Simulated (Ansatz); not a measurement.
Consider the ligand exchange at a B–C bond: `B[C](=C)[SnH3]` + `Cl[SiH2][SeH]` → `B[Se][SiH2]Cl` + `C=[CH][SnH3]`.

Gas-phase electronic energies from Ansatz, PBE0-D4/def2-TZVP geometries. CCSD(T)/CBS adds triple-zeta CCSD(T) − MP2 to the extrapolated MP2 energy (def2 sets, frozen cores). def2 core potentials past Kr. For Se, Sn outer-core shells are correlated without core-valence functions, which leaves a few kJ/mol of doubt a bond. Scalar relativity is left out up to krypton. One conformer a species, not always the lowest.

```tsv
species	CCSD/def2-TZVPP energy (Eh)
`B[C](=C)[SnH3]`	-318.61364
`Cl[SiH2][SeH]`	-3150.75080
`B[Se][SiH2]Cl`	-3176.14088
`C=[CH][SnH3]`	-293.24860
```

Task: Work out ΔE.

Result: ΔE = (-3176.14088) + (-293.24860) − (-318.61364) − (-3150.75080) = -0.02504 Eh = -15.7 kcal/mol. CCSD(T)/CBS gives -16.2 kcal/mol.

Largest T1 diagnostic among the species: 0.013.

In def2-TZVPP, CCSD(T) changes the Hartree–Fock value by −2.7 kcal/mol (the triples alone add −0.4 kcal/mol) and MP2 by −2.9 kcal/mol.
